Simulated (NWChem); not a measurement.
System: CH$_{6}$BN; SMILES BNC

NWChem input:

```
start job
memory heap 200 mb stack 900 mb global 1100 mb
geometry units angstroms noautoz
  B      0.229992    -1.358373     0.000000
  H     -0.432795    -2.370687     0.000000
  H      1.441021    -1.382308     0.000000
  N     -0.420938    -0.132848     0.000000
  C      0.178754     1.178259     0.000000
  H     -1.435319    -0.120991     0.000000
  H     -0.109910     1.762705     0.890370
  H     -0.109910     1.762705    -0.890370
  H      1.272496     1.078096     0.000000
end
basis spherical
  * library def2-svp
end
dft
  xc pbe0
  iterations 150
  mulliken
end
task dft energy
```

NWChem printed, in part:

```
             Northwest Computational Chemistry Package (NWChem) 7.3.0
             --------------------------------------------------------

 CS  symmetry detected

                             Geometry "geometry" -> ""
                             -------------------------

 Output coordinates in angstroms (scale by  1.889725989 to convert to a.u.)

  No.       Tag          Charge          X              Y              Z
 ---- ---------------- ---------- -------------- -------------- --------------
    1 B                    5.0000     0.23531385    -1.36138279     0.00000000
    2 H                    1.0000    -0.42656746    -2.37428918     0.00000000
    3 H                    1.0000     1.44636378    -1.38423462     0.00000000
    4 N                    7.0000    -0.41671201    -0.13644047     0.00000000
    5 C                    6.0000     0.18180708     1.17520237     0.00000000
    6 H                    1.0000    -1.43110321    -0.12549075     0.00000000
    7 H                    1.0000    -0.10737953     1.75938995     0.89037000
    8 H                    1.0000    -0.10737953     1.75938995    -0.89037000
    9 H                    1.0000     1.27563823     1.07601767     0.00000000

 Effective nuclear repulsion energy (a.u.)      70.7210262189

      Symmetry information
      --------------------

 Group name             Cs
 Group number              2
 Group order               2
 No. of unique centers     8

                                 NWChem DFT Module
                                 -----------------

 Summary of "ao basis" -> "ao basis" (spherical)
 ------------------------------------------------------------------------------
       Tag                 Description            Shells   Functions and Types
 ---------------- ------------------------------  ------  ---------------------
 B                          def2-svp                 6       14   3s2p1d
 H                          def2-svp                 3        5   2s1p
 N                          def2-svp                 6       14   3s2p1d
 C                          def2-svp                 6       14   3s2p1d

      Symmetry analysis of basis
      --------------------------

        a'         51
        a"         21

            General Information
            -------------------
          SCF calculation type: DFT
          Wavefunction type:  closed shell.
          No. of atoms     :     9
          No. of electrons :    24
           Alpha electrons :    12
            Beta electrons :    12
          Charge           :     0
          Spin multiplicity:     1
          Use of symmetry is: on ; symmetry adaption is: on
          Maximum number of iterations: 150
          AO basis - number of functions:    72
                     number of shells:    36
          Convergence on energy requested:  1.00D-06
          Convergence on density requested:  1.00D-05
          Convergence on gradient requested:  5.00D-04

              XC Information
              --------------
                         PBE0 Method XC Functional
                     Hartree-Fock (Exact) Exchange  0.250
          PerdewBurkeErnzerhof Exchange Functional  0.750
            Perdew 1991 LDA Correlation Functional  1.000 local
           PerdewBurkeErnz. Correlation Functional  1.000 non-local

             Grid Information
             ----------------
          Grid used for XC integration:  medium
          Radial quadrature: Mura-Knowles
          Angular quadrature: Lebedev.
          Tag              B.-S. Rad. Rad. Pts. Rad. Cut. Ang. Pts.
          ---              ---------- --------- --------- ---------
          B                   0.85       49          10.0       434
          H                   0.35       45          11.0       434
          N                   0.65       49           7.0       434
          C                   0.70       49          10.0       434
          Grid pruning is: on
          Number of quadrature shells:   372
          Spatial weights used:  Erf1

      Superposition of Atomic Density Guess
      -------------------------------------

 Sum of atomic energies:        -119.36866083

      Non-variational initial energy
      ------------------------------

 Total energy =    -121.139781
 1-e energy   =    -298.735565
 2-e energy   =     106.874758
 HOMO         =      -0.336135
 LUMO         =       0.022917

      Symmetry analysis of molecular orbitals - initial
      -------------------------------------------------

  Numbering of irreducible representations:

     1 a'          2 a"

  Orbital symmetries:

     1 a'          2 a'          3 a'          4 a'          5 a'
     6 a'          7 a'          8 a"          9 a'         10 a'
    11 a'         12 a"         13 a"         14 a'         15 a'
    16 a'         17 a"         18 a'         19 a'         20 a'
    21 a'         22 a'

     ---------------------------------------------
      Total Density - Mulliken Population Analysis
     ---------------------------------------------

    Atom       Charge   Shell Charges
 -----------   ------   -------------------------------------------------------
    1 B    5     4.94   1.99  0.89  0.22  1.35  0.41  0.07
    2 H    1     1.05   0.72  0.32  0.01
    3 H    1     1.06   0.72  0.33  0.01
    4 N    7     7.41   1.99  1.02  0.39  2.51  1.48  0.02
    5 C    6     6.04   1.99  0.93  0.19  1.94  0.94  0.04
    6 H    1     0.75   0.60  0.11  0.04
    7 H    1     0.91   0.68  0.21  0.02
    8 H    1     0.91   0.68  0.21  0.02
    9 H    1     0.92   0.68  0.21  0.02

   convergence    iter        energy       DeltaE   RMS-Dens  Diis-err
 ---------------- ----- ----------------- --------- --------- ---------
 d= 0,ls=0.0,diis     1   -121.0693173647 -1.92D+02  6.91D-03  2.17D-01
 d= 0,ls=0.0,diis     2   -121.0875320955 -1.82D-02  3.20D-03  1.03D-01
 d= 0,ls=0.0,diis     3   -121.0950765595 -7.54D-03  1.31D-03  3.23D-02
 d= 0,ls=0.0,diis     4   -121.0984964463 -3.42D-03  2.77D-04  8.33D-04
 d= 0,ls=0.0,diis     5   -121.0985971859 -1.01D-04  5.93D-05  3.85D-05
  Resetting Diis
 d= 0,ls=0.0,diis     6   -121.0986021164 -4.93D-06  1.05D-05  8.89D-07
 d= 0,ls=0.0,diis     7   -121.0986022348 -1.18D-07  2.40D-06  1.58D-08

         Total DFT energy =     -121.098602234836
      One electron energy =     -301.763144854120
           Coulomb energy =      128.400941627257
    Exchange-Corr. energy =      -18.457425226913
 Nuclear repulsion energy =       70.721026218939

 Numeric. integr. density =       23.999994724326

                  Occupations of the irreducible representations
                  ----------------------------------------------

                     irrep           alpha         beta
                     --------     --------     --------
                     a'               10.0         10.0
                     a"                2.0          2.0

                       DFT Final Molecular Orbital Analysis
                       ------------------------------------

 Vector   10  Occ=2.000000D+00  E=-3.810136D-01  Symmetry=a'
              MO Center=  2.4D-01, -2.6D-01,  5.3D-16, r^2= 3.2D+00
   Bfn.  Coefficient  Atom+Function         Bfn.  Coefficient  Atom+Function
  ----- ------------  ---------------      ----- ------------  ---------------
     5      0.287814  1 B  py                68      0.230374  9 H  s
    29     -0.220725  4 N  py                42      0.211363  5 C  px
    28      0.205092  4 N  px                43     -0.170066  5 C  py
    53      0.170211  6 H  s                 20      0.167860  3 H  s
    15      0.164188  2 H  s                  4     -0.145526  1 B  px

 Vector   11  Occ=2.000000D+00  E=-3.210242D-01  Symmetry=a'
              MO Center=  3.4D-01, -1.5D+00,  6.9D-17, r^2= 2.0D+00
   Bfn.  Coefficient  Atom+Function         Bfn.  Coefficient  Atom+Function
  ----- ------------  ---------------      ----- ------------  ---------------
     4      0.343912  1 B  px                15      0.316727  2 H  s
    20     -0.313645  3 H  s                  5      0.188026  1 B  py
    16      0.172998  2 H  s                 21     -0.170592  3 H  s
     7     -0.117118  1 B  px                53     -0.117631  6 H  s
    43     -0.116713  5 C  py                28     -0.097212  4 N  px

 Vector   12  Occ=2.000000D+00  E=-2.871195D-01  Symmetry=a"
              MO Center= -2.4D-01,  1.3D-02,  5.7D-17, r^2= 1.9D+00
   Bfn.  Coefficient  Atom+Function         Bfn.  Coefficient  Atom+Function
  ----- ------------  ---------------      ----- ------------  ---------------
    30      0.491500  4 N  pz                33     -0.391155  4 N  pz
     6      0.228189  1 B  pz                58      0.189126  7 H  s
    63     -0.189126  8 H  s                 44      0.175831  5 C  pz
     9     -0.129541  1 B  pz                59      0.114341  7 H  s
    64     -0.114341  8 H  s                 47      0.073384  5 C  pz

 Vector   13  Occ=0.000000D+00  E= 1.941831D-02  Symmetry=a"
              MO Center=  1.8D-01, -1.2D+00,  8.5D-16, r^2= 2.7D+00
   Bfn.  Coefficient  Atom+Function         Bfn.  Coefficient  Atom+Function
  ----- ------------  ---------------      ----- ------------  ---------------
     9      0.693261  1 B  pz                 6     -0.468187  1 B  pz
    33     -0.397963  4 N  pz                30      0.300962  4 N  pz
    59      0.178938  7 H  s                 64     -0.178938  8 H  s
    47     -0.097249  5 C  pz                58      0.066363  7 H  s
    63     -0.066363  8 H  s                 44     -0.029871  5 C  pz

[...]
```

Level: PBE0/def2-SVP. The geometry was optimised at PBE0/def2-SVP.
